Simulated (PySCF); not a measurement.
dichloro(silyloxy)silane (Cl2H4OSi2), SMILES [SiH3]O[SiH](Cl)Cl. Atoms are numbered in the order given.

```xyz
9

Si    -2.2551    -0.6137     0.3533
O     -0.8353    -0.0146     1.0176
Si     0.6343     0.4215     0.4582
Cl     0.3866     1.4826    -1.2819
Cl     1.7317    -1.2514     0.0194
H     -1.9287    -1.4525    -0.8328
H     -3.1248     0.5221    -0.0524
H     -2.9293    -1.4304     1.3939
H      1.3466     1.2384     1.4518
```

Geometry: ωB97X-D3(BJ)/def2-SVP. Other conformers were not sampled.

Two levels are set side by side: PBE/pcSseg-1 (PySCF) and HF/pcSseg-1 (PySCF). GIAO shifts against H2O (¹⁷O), HCl (³⁵Cl), TMS (²⁹Si), TMS (¹H) at the same level; non-relativistic, no solvent, atoms listed together averaged. Without spin–orbit terms, shifts of atoms bonded to Cl or Br come out too high at both levels. Differences are taken from unrounded values.

```tsv
quantity	PBE
δ(²⁹Si) of Si1 (ppm)	-35.2
δ(¹⁷O) of O2 (ppm)	85.6
δ(²⁹Si) of Si3 (ppm)	-13.2
δ(¹H) of H9 (ppm)	6.07
```

**Question.** These are the PBE values. What does HF give? (Estimate from the structure and the level; the computed values follow.)

**Answer.** 
```json
[
 {"quantity": "δ(²⁹Si) of Si1 (ppm)", "HF": "-39.6", "PBE minus HF": "4.4"},
 {"quantity": "δ(¹⁷O) of O2 (ppm)", "HF": "44.7", "PBE minus HF": "41.0"},
 {"quantity": "δ(²⁹Si) of Si3 (ppm)", "HF": "-21.8", "PBE minus HF": "8.6"},
 {"quantity": "δ(¹H) of H9 (ppm)", "HF": "5.17", "PBE minus HF": "0.90"}
]
```

Rough cost on one machine, each run with all the roots and properties that it gave: HF against PBE within a factor of 2.
